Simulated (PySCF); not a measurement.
**HZrN: double against triple zeta**

Base calculation in PySCF with density fitting and no spin–orbit coupling, PBE0/def2-SVP (scalar-relativistic core potentials): singlet, Cs, Zr–H 1.898 Å, Zr–N 1.690 Å; H–Zr–N 106.3°; wavenumbers 479, 1072, 1562 cm⁻¹; dipole moment 6.75 D, gap between the highest occupied and lowest empty levels 3.72 eV, polar-tensor charge of Zr 1.29 e, atomisation energy (no zero-point energy) 835 kJ/mol.

Problem. What changes on going to PBE0/def2-TZVP (scalar-relativistic core potentials)?

Solution. The point group stays the same. Changes: mean bond to Zr 0.000 Å, smallest bond angle -0.1 degrees, highest wavenumber -6 cm⁻¹, lowest wavenumber +2 cm⁻¹, dipole moment +0.08 D, gap between the highest occupied and lowest empty levels -0.01 eV, polar-tensor charge of Zr +0.01 e, atomisation energy (no zero-point energy) -4 kJ/mol. The new structure has Zr–H 1.897 Å, Zr–N 1.691 Å; H–Zr–N 106.2°, with wavenumbers 481, 1059, 1556 cm⁻¹. The geometry is nearly converged in the smaller basis.

Only the bonding shown was studied: isomers, or loss of a ligand pair, can lie lower.
